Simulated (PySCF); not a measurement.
## ²⁹Si chemical shifts

[PySCF: σ from GIAO-PBE0/pcSseg-1; geometry: GFN2-xTB; one computed conformer; averaged over atoms made equivalent by symmetry, fast rotation or ring inversion; in vacuum; no relativistic terms]

Shieldings were converted by a linear fit to measured shifts: ²⁹Si: δ = 279.94 − 0.822σ (rms 8.9 ppm, 72 shifts, 25.8 ppm with the 6 outliers that the fit left out vs TMS, solution or neat liquid). A few per cent of atoms miss by over 2 rms, more outside the fitted compound classes.

Question: Give the ²⁹Si shifts of `N#CCCN[Si@H](N)F`, `O=S(=O)(O)CO[SiH2]O[SiH3]`, `C/N=C\CC[SiH2]C(Cl)Cl`, `CS[SiH2]O`, `CS[SiH2]O`.

Answer: 
| compound | environment | δ (ppm) |
| --- | --- | --- |
| N#CCCN[Si@H](N)F | silicon bonded to F, 2 N, H | -30.3 |
| [O:1]=[S:2](=[O:3])([OH:4])[CH2:5][O:6][SiH2:7][O:8][SiH3:9] | Si7: silicon bonded to 2 O, 2 H | -44.8 |
| [O:1]=[S:2](=[O:3])([OH:4])[CH2:5][O:6][SiH2:7][O:8][SiH3:9] | Si9: silicon bonded to O, 3 H | -47.2 |
| C/N=C\CC[SiH2]C(Cl)Cl | silicon bonded to 2 C, 2 H | -30.8 |
| CS[SiH2]O | silicon bonded to O, S, 2 H | -15.3 |
| CS[SiH2]O | silicon bonded to O, S, 2 H | -15.3 |
